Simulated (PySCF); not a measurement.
Mo(O)2(OH)2 anion (H2MoO4), SMILES [O]=[Mo](=[O])([OH])[OH] (connectivity only; charge and spin as stated), charge -1, multiplicity 2.

The structure is a stationary point at PBE-D3(BJ)/def2-SVPD. The spin state was assumed, not searched. The isomer is the one that the SMILES or the coordinates give; other isomers of the formula were not compared. The def2 effective core potentials stand for the cores of Mo; spin–orbit coupling is left out. Other conformers were not sampled.

Level of theory: PBE-D3(BJ)/def2-SVPD run with PySCF.

Frequencies are harmonic and unscaled.

### Question
List the normal modes with their intensities. (Estimate from the structure and the level; the computed values follow.)

### Answer

```tsv
mode	ν (cm⁻¹)	IR (km/mol)	moving atoms (share of kinetic energy)
1	149	0.0	O 96 %
2	188	4.5	O 75 %, Mo 20 %
3	210	0.7	O 88 %, H 9 %
4	224	0.0	O 73 %, Mo 19 %, H 8 %
5	303	0.0	H 89 %, O 11 %
6	304	1.1	O 89 %, Mo 10 %
7	352	150.7	H 89 %, O 11 %
8	539	169.6	O 82 %, Mo 17 %
9	585	117.8	O 78 %, Mo 17 %
10	738	113.8	H 90 %, O 10 %
11	751	34.4	H 91 %
12	884	342.7	O 79 %, Mo 21 %
13	906	121.1	O 91 %, Mo 9 %
14	3747	78.6	H 94 %
15	3751	8.3	H 94 %
```
